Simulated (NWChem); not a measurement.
# GaH$_{3}$O$_{2}$; SMILES [OH][GaH][OH]

```xyz
6

Ga    -0.3253    -0.0444     0.0000
H     -1.8842    -0.0380     0.0000
O      0.5689    -1.6026     0.0000
H      1.5332    -1.4535     0.0000
O      0.7710     1.3904     0.0000
H      0.2812     2.2330     0.0000
```
Atoms are numbered in this order, from 1.

Results from NWChem. Coordinates come from a PBE-D3(BJ)/def2-SVP optimisation. Level: PBE0/def2-SVPD; rows give the wavelength of the field.

Problem. Among these, which field gives the highest value of “isotropic polarisability (bohr³)”?
A) 589 nm
B) 400 nm
C) static
D) 1065 nm

Solution. B, 400 nm. Values: static 37.2; 1065 nm 37.6; 589 nm 38.5; 400 nm 40.3
